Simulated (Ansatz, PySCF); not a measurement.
C₂H₇NOSi₂, SMILES [SiH3]C1=NC[SiH2]O1.

Geometry: PBE0-D3(BJ)/def2-SVP. This is a generated structure with no PubChem entry under its InChIKey; it may be hypothetical. One conformer was computed; it need not be the lowest.

Vertical ionisation energy (IE) and electron affinity (EA) in eV. Rows of orbital energies are one-electron estimates. Where ΔSCF, EOM or ADC give a negative EA the extra electron is unbound and the value depends on the basis.

```tsv
level	IE	EA
−ε(HOMO), −ε(LUMO), CAM-B3LYP/def2-TZVP (PySCF)	8.80	-0.79
−ε(HOMO), −ε(LUMO), PBE/def2-TZVP (PySCF)	6.10	1.40
ΔSCF, PBE0/def2-SVPD (Ansatz), final states of multiplicity 2 and 2	9.36	-1.11
ΔSCF, PBE/def2-SVPD (Ansatz), final states of multiplicity 2 and 2	9.18	-0.89
```

What vertical singlet–triplet gap does ΔSCF give with PBE0/def2-SVPD (Ansatz, a quantum-chemistry and plane-wave program) and with PBE/def2-SVPD (Ansatz)? (Estimate from the structure and the level; the computed values follow.)

4.49 and 4.54 eV (triplet above singlet where positive).
